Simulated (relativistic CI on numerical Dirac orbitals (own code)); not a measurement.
## What each ingredient does to the levels of Tc XXI

Base calculation: Dirac-Coulomb-Breit CI, separate exchange-only KLI orbitals for each configuration, model QED (radiative potential, 1s self-energy scaled to tabulated hydrogen-like ionisation energies), unscaled Slater integrals.

Configuration list (outside the closed core [Ne]): 3s²3p⁶3d⁵, 3s²3p⁵3d⁶, 3s²3p⁴3d⁷, 3s3p⁶3d⁶, 3p⁶3d⁷, 3s3p⁵3d⁷, 3s²3p⁶3d⁴4s, 3s²3p⁶3d⁴4p, 3s²3p⁶3d⁴4d, 3s²3p⁶3d⁴4f, 3s²3p⁵3d⁵4s, 3s²3p⁶3d³4s², 3s²3p⁶3d⁴5s, 3s²3p⁶3d³4p², 3s²3p⁶3d³4s4d, 3p⁶3d⁶4s. Levels of other configurations are missing.

The lowest level and the first level of each name with at least 55 % of one term (blank where a level has no safe partner in the second run):

| Level | Base (cm⁻¹) | Shift (cm⁻¹) |
| --- | --- | --- |
| 3s²3p⁶3d⁵ ⁶S5/2 | 0 | 0 |
| 3s²3p⁶3d⁵ ⁴G7/2 | 106335 | +3609 |
| 3s²3p⁶3d⁵ ⁴P3/2 | 107689 | +9263 |
| 3s²3p⁶3d⁵ ⁴G11/2 | 108464 | +1480 |
| 3s²3p⁶3d⁵ ⁴G9/2 | 111887 | -1944 |
| 3s²3p⁶3d⁵ ⁴P1/2 | 116479 | +474 |
| 3s²3p⁶3d⁵ ⁴D7/2 | 132111 | -1744 |
| 3s²3p⁶3d⁵ ⁴D1/2 | 144554 | -14187 |
| 3s²3p⁶3d⁵ ⁴D3/2 | 147526 | -17159 |
| 3s²3p⁶3d⁵ ²I11/2 | 156078 | +5245 |
| 3s²3p⁶3d⁵ ²D3/2 | 164925 | +1360 |
| 3s²3p⁶3d⁵ ²I13/2 | 166801 | -5479 |
| 3s²3p⁶3d⁵ ⁴F5/2 | 184930 |  |
| 3s²3p⁶3d⁵ ²H9/2 | 191693 | -2424 |
| 3s²3p⁶3d⁵ ⁴F3/2 | 200411 | -23826 |
| 3s²3p⁶3d⁵ ²G7/2 | 205104 | -11698 |
| 3s²3p⁶3d⁵ ²H11/2 | 216444 | -27174 |
| 3s²3p⁶3d⁵ ²S1/2 | 231513 | -8894 |
| 3s²3p⁶3d⁵ ²P3/2 | 337593 | -3573 |
| 3s²3p⁶3d⁵ ²P1/2 | 348454 | -14433 |
| 3s²3p⁵3d⁶ ⁶F°11/2 | 1183581 | -21018 |
| 3s²3p⁵3d⁶ ⁶F°9/2 | 1212328 | -49765 |

At this charge energies of transitions that change n are usually good to better than 1 %, and those within a shell (Δn = 0) to a few per cent. Terms inside the open d or f shell come out 10 to 20 % too wide with unscaled integrals.

Question: One thing was changed in a second run, which moved the levels as shown. Which?
A. non-relativistic limit
B. Breit term removed
C. only the first configuration
D. QED terms removed
E. configuration mixing switched off

Answer: A. Non-relativistic limit. Without relativity the fine structure collapses and s electrons lose their extra binding.

LS names give the leading component of a level, which can be under half, so a name can repeat, a term be missing and a line seem to break the LS rules.
